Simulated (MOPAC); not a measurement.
Input file for MOPAC: AM1 on C2H7B (SMILES BCC), a point of a bond scan (R = 2.090 Å).

```
AM1 1SCF PRECISE CHARGE=0 THREADS=1
C2H7B

B     -0.74511678 1     1.00969072 1     0.73932318 1
H     -1.28836064 1     1.46496456 1     2.70586624 1
H     -1.14246163 1     1.71786546 1    -0.13812402 1
C      0.20447514 1    -0.18371935 1     0.45381740 1
C      0.38209057 1    -0.63740051 1    -0.99729133 1
H     -0.03169379 1    -1.02979159 1     1.11034182 1
H      1.16986677 1     0.17617641 1     0.85720004 1
H      0.67431348 1     0.19819760 1    -1.63621306 1
H     -0.55096305 1    -1.03917752 1    -1.39764403 1
H      1.14266970 1    -1.41485196 1    -1.09439513 1
```

Program output:

```
*******************************************************************************
 **                                                                           **
 **                              MOPAC v23.2.5                                **
 **                                                                           **
 *******************************************************************************
 ** MOPAC's Digital Object Identifier: https://doi.org/10.5281/zenodo.6511958 **
 **                                                                           **
 ** Please cite the open-source release paper for use of this MOPAC version:  **
 ** J. E. Moussa and J. J. P. Stewart (2026)                                  **
 ** MOPAC: An open-source semiempirical molecular orbital program             **
 ** J. Open Source Softw., 11(119), 8025, https://doi.org/10.21105/joss.08025 **
 *******************************************************************************

                              AM1 CALCULATION RESULTS

 *******************************************************************************
 *  AM1        - The AM1 Hamiltonian to be used
 *
 *
 *
 *                 CHARGE ON SYSTEM = 0
 *
 *
 *
 *  PRECISE    - TIGHTER CRITERIA TO BE USED
 *  1SCF       - DO 1 SCF AND THEN STOP
 *  THREADS=1  - MULTI-THREADING NOT USED
 *  T=         - A TIME OF 172800.0 SECONDS REQUESTED
 *  DUMP=N     - RESTART FILE WRITTEN EVERY 7200.0 SECONDS REQUESTED
 *******************************************************************************
AM1 1SCF PRECISE CHARGE=0 THREADS=1
 C2H7B

   ATOM   CHEMICAL          X               Y               Z
  NUMBER   SYMBOL      (ANGSTROMS)     (ANGSTROMS)     (ANGSTROMS)

     1       B         -0.74511678  *   1.00969072  *   0.73932318  *
     2       H         -1.28836064  *   1.46496456  *   2.70586624  *
     3       H         -1.14246163  *   1.71786546  *  -0.13812402  *
     4       C          0.20447514  *  -0.18371935  *   0.45381740  *
     5       C          0.38209057  *  -0.63740051  *  -0.99729133  *
     6       H         -0.03169379  *  -1.02979159  *   1.11034182  *
     7       H          1.16986677  *   0.17617641  *   0.85720004  *
     8       H          0.67431348  *   0.19819760  *  -1.63621306  *
     9       H         -0.55096305  *  -1.03917752  *  -1.39764403  *
    10       H          1.14266970  *  -1.41485196  *  -1.09439513  *



          CARTESIAN COORDINATES

    NO.       ATOM           X           Y           Z

     1         B         -0.7451      1.0097      0.7393
     2         H         -1.2884      1.4650      2.7059
     3         H         -1.1425      1.7179     -0.1381
     4         C          0.2045     -0.1837      0.4538
     5         C          0.3821     -0.6374     -0.9973
     6         H         -0.0317     -1.0298      1.1103
     7         H          1.1699      0.1762      0.8572
     8         H          0.6743      0.1982     -1.6362
     9         H         -0.5510     -1.0392     -1.3976
    10         H          1.1427     -1.4149     -1.0944

  H: (AM1): M.J.S. DEWAR ET AL, J. AM. CHEM. SOC. 107 3902-3909 (1985)
  B: (AM1): M.J.S. DEWAR ET AL, ORGANOMETALLICS, 7, 513-521 (1988)
  C: (AM1): M.J.S. DEWAR ET AL, J. AM. CHEM. SOC. 107 3902-3909 (1985)

           Empirical Formula: C2 H7 B  =    10 atoms



      MOLECULAR POINT GROUP   :   C1


      RHF CALCULATION, NO. OF DOUBLY OCCUPIED LEVELS = 9


 -------------------------------------------------------------------------------
 AM1 1SCF PRECISE CHARGE=0 THREADS=1
 C2H7B



     1SCF WAS SPECIFIED, SO BFGS WAS NOT USED
     SCF FIELD WAS ACHIEVED


                              AM1 CALCULATION
                                                       MOPAC v23.2.5 Linux




          FINAL HEAT OF FORMATION =        103.36852 KCAL/MOL =     432.49390 KJ/MOL


          COSMO AREA              =        104.04 SQUARE ANGSTROMS
          COSMO VOLUME            =         86.03 CUBIC ANGSTROMS

          IONIZATION POTENTIAL    =          8.489647 EV
          HOMO LUMO ENERGIES (EV) =         -8.490  0.124
          NO. OF FILLED LEVELS    =          9
          MOLECULAR WEIGHT        =         41.8873         POINT GROUP:  C1

          MOLECULAR DIMENSIONS (Angstroms)

            Atom       Atom       Distance
            H    10    H     2     5.35212
            H     6    H     3     3.02321
            H     7    H     9     2.52298


          SCF CALCULATIONS        =          1





   ATOM   CHEMICAL          X               Y               Z
  NUMBER   SYMBOL      (ANGSTROMS)     (ANGSTROMS)     (ANGSTROMS)

     1       B         -0.74511678  *   1.00969072  *   0.73932318  *
     2       H         -1.28836064  *   1.46496456  *   2.70586624  *
     3       H         -1.14246163  *   1.71786546  *  -0.13812402  *
     4       C          0.20447514  *  -0.18371935  *   0.45381740  *
     5       C          0.38209057  *  -0.63740051  *  -0.99729133  *
     6       H         -0.03169379  *  -1.02979159  *   1.11034182  *
     7       H          1.16986677  *   0.17617641  *   0.85720004  *
     8       H          0.67431348  *   0.19819760  *  -1.63621306  *
     9       H         -0.55096305  *  -1.03917752  *  -1.39764403  *
    10       H          1.14266970  *  -1.41485196  *  -1.09439513  *

                             CARTESIAN COORDINATES

   1    B       -0.745116780     1.009690720     0.739323180
   2    H       -1.288360640     1.464964560     2.705866240
   3    H       -1.142461630     1.717865460    -0.138124020
   4    C        0.204475140    -0.183719350     0.453817400
   5    C        0.382090570    -0.637400510    -0.997291330
   6    H       -0.031693790    -1.029791590     1.110341820
   7    H        1.169866770     0.176176410     0.857200040
   8    H        0.674313480     0.198197600    -1.636213060
   9    H       -0.550963050    -1.039177520    -1.397644030
  10    H        1.142669700    -1.414851960    -1.094395130


           Empirical Formula: C2 H7 B  =    10 atoms



      MOLECULAR POINT GROUP   :   C1


                  EIGENVALUES
 -33.68075 -25.06666 -18.68617 -15.12906 -14.21216 -13.44480 -12.15901 -11.35084
  -8.48965   0.12401   1.59887   3.90134   4.03484   4.23771   4.72185   4.79483
   4.94508   5.08214   5.94380


              NET ATOMIC CHARGES AND DIPOLE CONTRIBUTIONS

  ATOM NO.   TYPE          CHARGE      No. of ELECS.   s-Pop       p-Pop
    1          B           0.304021        2.6960     1.38890     1.30708
    2          H          -0.138705        1.1387     1.13870
    3          H          -0.062550        1.0625     1.06255
    4          C          -0.329672        4.3297     1.24144     3.08823
    5          C          -0.188389        4.1884     1.21338     2.97501
    6          H           0.101341        0.8987     0.89866
    7          H           0.098543        0.9015     0.90146
    8          H           0.070166        0.9298     0.92983
    9          H           0.070344        0.9297     0.92966
   10          H           0.074900        0.9251     0.92510
 DIPOLE           X         Y         Z       TOTAL
 POINT-CHG.     0.434    -0.361    -0.969     1.122
 HYBRID         0.343    -0.300    -0.166     0.485
 SUM            0.777    -0.661    -1.135     1.526


          ATOMIC ORBITAL ELECTRON POPULATIONS

     Atom    s        px        py        pz
    1  B   1.38890   0.25835   0.47002   0.57871
    2  H   1.13870
    3  H   1.06255
    4  C   1.24144   1.06100   1.05754   0.96969
    5  C   1.21338   1.01886   1.01036   0.94579
    6  H   0.89866
    7  H   0.90146
    8  H   0.92983
    9  H   0.92966
   10  H   0.92510

 **********************
 *                    *
 * JOB ENDED NORMALLY *
 *                    *
 **********************




 == MOPAC DONE ==
```

The run finished.

Cost: very roughly 0.04 core-seconds.
